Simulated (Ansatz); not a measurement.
Correlation energies of `[SiH3][AlH][SnH3]` by basis set

```json
{"atom": "Si1", "x (Å)": "-1.204", "y (Å)": "-1.555", "z (Å)": "1.081"}
{"atom": "Al2", "x (Å)": "0.865", "y (Å)": "-0.372", "z (Å)": "0.485"}
{"atom": "Sn3", "x (Å)": "0.781", "y (Å)": "1.649", "z (Å)": "-1.245"}
{"atom": "H4", "x (Å)": "-2.190", "y (Å)": "-0.592", "z (Å)": "1.653"}
{"atom": "H5", "x (Å)": "-1.017", "y (Å)": "-2.657", "z (Å)": "2.065"}
{"atom": "H6", "x (Å)": "-1.825", "y (Å)": "-2.136", "z (Å)": "-0.145"}
{"atom": "H7", "x (Å)": "2.269", "y (Å)": "-0.781", "z (Å)": "1.109"}
{"atom": "H8", "x (Å)": "1.779", "y (Å)": "1.368", "z (Å)": "-2.609"}
{"atom": "H9", "x (Å)": "-0.790", "y (Å)": "1.962", "z (Å)": "-1.850"}
{"atom": "H10", "x (Å)": "1.331", "y (Å)": "3.113", "z (Å)": "-0.545"}
```

Charge 0, multiplicity 1. Correlated methods include outer-core shells of Sn, which these sets cover unevenly. Sn: def2 effective core potential. The geometry is a stationary point of PBE0-D4/def2-TZVP. Frozen core, restricted reference, Ansatz 0.2.0.

```json
{"basis": "def2-SVP", "HF (Eh)": "-748.06606", "MP2 corr.": "-0.28486"}
{"basis": "def2-TZVPP", "HF (Eh)": "-748.26311", "MP2 corr.": "-0.54587"}
{"basis": "def2-QZVPP", "HF (Eh)": "-748.28057", "MP2 corr.": "-0.77326"}
```

(1) Estimate the CCSD correlation energy and the (T) correction in each basis where they were run (hartree).

## Answers

(1) 
```json
{"basis": "def2-SVP", "CCSD corr.": "-0.34834", "(T)": "-0.00897"}
{"basis": "def2-TZVPP", "CCSD corr.": "-0.59647", "(T)": "-0.01727"}
```
